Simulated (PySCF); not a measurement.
C₃H₉FOSi, SMILES CC(C)(F)[SiH2]O.

The structure is a stationary point at PBE-D3(BJ)/def2-SVP. The structure was generated by enumeration, and PubChem lists no compound with its InChIKey, so it may never have been made. The values are those of a single conformer.

Calculation: PBE-D3(BJ)/def2-SVP run with PySCF 2.14.0.

Frequencies are harmonic and unscaled.

| mode | ν (cm⁻¹) | IR (km/mol) | moving atoms (share of kinetic energy) |
|---|---|---|---|
| 1 | 66 | 5.1 | O 41 %, H 23 %, Si 13 %, C 12 %, F 12 % |
| 2 | 136 | 6.0 | O 40 %, H 22 %, C 18 %, F 17 % |
| 3 | 197 | 3.1 | H 50 %, C 25 %, F 16 % |
| 4 | 218 | 1.7 | H 81 %, C 11 % |
| 5 | 255 | 5.0 | H 63 %, C 14 %, O 10 % |
| 6 | 273 | 2.1 | H 60 %, C 19 %, F 14 % |
| 7 | 334 | 10.2 | H 38 %, Si 31 %, C 17 %, F 12 % |
| 8 | 352 | 4.9 | H 39 %, C 34 %, F 23 % |
| 9 | 389 | 91.0 | H 59 %, F 19 %, C 11 % |
| 10 | 423 | 29.9 | C 36 %, H 31 %, F 17 %, Si 9 % |
| 11 | 578 | 24.9 | H 48 %, C 26 %, Si 15 %, F 10 % |
| 12 | 613 | 23.7 | H 52 %, C 27 %, Si 17 % |
| 13 | 692 | 18.9 | H 94 % |
| 14 | 799 | 36.3 | H 44 %, C 27 %, F 25 % |
| 15 | 811 | 36.8 | O 42 %, H 32 %, Si 10 %, F 9 % |
| 16 | 877 | 171.4 | H 49 %, Si 26 %, O 18 % |
| 17 | 901 | 7.0 | H 68 %, C 31 % |
| 18 | 908 | 87.1 | H 57 %, C 36 % |
| 19 | 929 | 147.4 | H 72 %, C 19 % |
| 20 | 937 | 74.6 | H 83 %, Si 13 % |
| 21 | 965 | 7.9 | H 77 %, C 22 % |
| 22 | 1101 | 24.5 | C 56 %, H 42 % |
| 23 | 1181 | 3.7 | C 67 %, H 31 % |
| 24 | 1190 | 2.3 | C 68 %, H 31 % |
| 25 | 1330 | 13.3 | H 69 %, C 31 % |
| 26 | 1340 | 11.2 | H 78 %, C 22 % |
| 27 | 1391 | 3.7 | H 96 % |
| 28 | 1404 | 0.6 | H 96 % |
| 29 | 1410 | 4.1 | H 95 % |
| 30 | 1429 | 9.2 | H 95 % |
| 31 | 2144 | 136.9 | H 97 % |
| 32 | 2184 | 111.1 | H 97 % |
| 33 | 2963 | 12.7 | H 97 % |
| 34 | 2966 | 16.7 | H 97 % |
| 35 | 3052 | 7.0 | H 91 %, C 9 % |
| 36 | 3058 | 17.2 | H 91 %, C 9 % |
| 37 | 3071 | 7.4 | H 91 %, C 9 % |
| 38 | 3072 | 9.7 | H 91 %, C 9 % |
| 39 | 3711 | 65.9 | H 94 % |
